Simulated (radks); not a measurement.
Task: The table gives one normalised radial function P(r) = r R(r) of Tm+ in [Xe] 4f12 6s1 6p1 (r in bohr). Method: scalar-relativistic Kohn-Sham, BLYP, spin-polarised, spherical densities, finite nucleus; open shells are filled with parallel spins first (spin-orbit coupling, left out, can overturn this in heavy ions); Fermi nuclear charge, rms radius 5.2256 fm; computed with a radial shooting solver on a logarithmic mesh with Libxc functionals.

| r | P |
|---|---|
| 0.002942 | 0.0077 |
| 0.003453 | 0.0101 |
| 0.00402 | 0.0130 |
| 0.004717 | 0.0169 |
| 0.005491 | 0.0217 |
| 0.006393 | 0.0277 |
| 0.007502 | 0.0357 |
| 0.008734 | 0.0452 |
| 0.01025 | 0.0575 |
| 0.01193 | 0.0718 |
| 0.014 | 0.0896 |
| 0.0163 | 0.1093 |
| 0.01913 | 0.1327 |
| 0.02227 | 0.1567 |
| 0.02613 | 0.1824 |
| 0.03042 | 0.2048 |
| 0.0357 | 0.2229 |
| 0.04156 | 0.2305 |
| 0.04838 | 0.2238 |
| 0.05678 | 0.1959 |
| 0.0661 | 0.1454 |
| 0.07757 | 0.0657 |
| 0.0903 | -0.0314 |
| 0.106 | -0.1447 |
| 0.1234 | -0.2445 |
| 0.1448 | -0.3154 |
| 0.1685 | -0.3250 |
| 0.1978 | -0.2552 |
| 0.2303 | -0.1119 |
| 0.2681 | 0.0841 |
| 0.3146 | 0.2982 |
| 0.3662 | 0.4482 |
| 0.4297 | 0.4899 |
| 0.5003 | 0.3894 |
| 0.5871 | 0.1474 |
| 0.6835 | -0.1639 |
| 0.8021 | -0.5031 |
| 0.9337 | -0.7678 |
| 1.096 | -0.9337 |
| 1.276 | -0.9660 |
| 1.497 | -0.8820 |
| 1.743 | -0.7263 |
| 2.029 | -0.5405 |
| 2.381 | -0.3543 |
| 2.772 | -0.2125 |
| 3.252 | -0.1091 |
| 3.786 | -0.0502 |
| 4.443 | -0.0187 |
| 5.173 | -0.0060 |
| 6.07 | -0.0014 |
| 7.067 | -0.0003 |
| 8.293 | 0.0000 |
| 9.655 | 0.0000 |
| 11.33 | 0.0000 |
| 13.19 | 0.0000 |

Which n and l does it have? It may be an empty orbital.

Result: n = 5, l = 1: the number of nodes gives n - l - 1 = 3, the rise at small r (about r^(l+1), flatter next to the nucleus through relativity) gives l, and the extent must fit the shell. The curve is that of 5p up; the table hardly tells the two spins apart. 5p up: eigenvalue -40.492 eV, 3 radial nodes at r = 0.0862, 0.252, 0.633 bohr, <r> = 1.42 bohr, 90 % of the charge inside 2.09 bohr.
